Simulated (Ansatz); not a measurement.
Species: sum formula NaOH, net charge 0, singlet state. 
Structure (B3LYP-D3(BJ)/def2-TZVP (Ansatz, an electronic-structure program) minimum search):
SMILES: [Na][OH]
```xyz
3

Na     0.0000     0.0000    -0.9172
O      0.0000     0.0000     1.0150
H      0.0000     0.0000     1.9692
```
Charge 0, spin multiplicity 1.

Property: atomisation energy (electronic, to ground-state atoms), in kJ/mol. Valence correlation only, unless marked. UHF or UKS for open shells. Spin-orbit coupling is left out. No relativistic terms. FCI takes restricted orbitals. The coupled-cluster limit lacks core correlation, which all-electron functionals hold. Basis-set limits of correlation are two-point, X^-3; Hartree-Fock from the larger set.

| level | program | atomisation energy (kJ/mol) |
|---|---|---|
| r2SCANh-D4/def2-TZVPD | Ansatz + dftd4 | 755.7 |
| r2SCANh/def2-TZVPD | Ansatz | 755.3 |
| LC-wPBE-D4/def2-TZVPD | Ansatz + dftd4 | 769.4 |
| FCI/STO-3G | Ansatz | 705.2 |
| CCSD(T)/CBS(def2-TZVPPD,def2-QZVPPD) | Ansatz | ? |

Question: Fill in the missing entries.

Answer: 
- CCSD(T)/CBS(def2-TZVPPD,def2-QZVPPD), atomisation energy (kJ/mol): 785.6
